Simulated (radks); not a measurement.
The numbers below are computed, except where a source is named.
Question: Orbital eigenvalues (eV) of neutral iodine, [Kr] 4d10 5s2 5p5, of relativity; Dirac values are averaged over j with weights 2j + 1. Spin-unpolarised spherical Kohn-Sham, BLYP, point nucleus unless stated (finite: rms radius 4.75 fm), a radial shooting solver on a logarithmic mesh with Libxc functionals. A level marked "c x" has the speed of light scaled by that factor and shares open shells by 2j + 1; other Dirac levels either fill j = l - 1/2 first or share by 2j + 1.

shell  non-rel.
1s       -31652
2s      -4768.5
2p      -4481.4
3s      -959.89
3p      -839.17
3d      -614.68
4s      -166.57
4p      -124.36
4d      -52.455
5s      -15.871
5p      -6.9649

Give the values at the level "Dirac, c x 100".

Answer: 
shell  Dirac, c x 100  change of magnitude (%)
1s             -31652                    0.00
2s            -4768.5                    0.00
2p            -4481.4                    0.00
3s            -959.90                    0.00
3p            -839.18                    0.00
3d            -614.68                    0.00
4s            -166.57                    0.00
4p            -124.36                    0.00
4d            -52.454                    0.00
5s            -15.871                    0.00
5p            -6.9649                    0.00
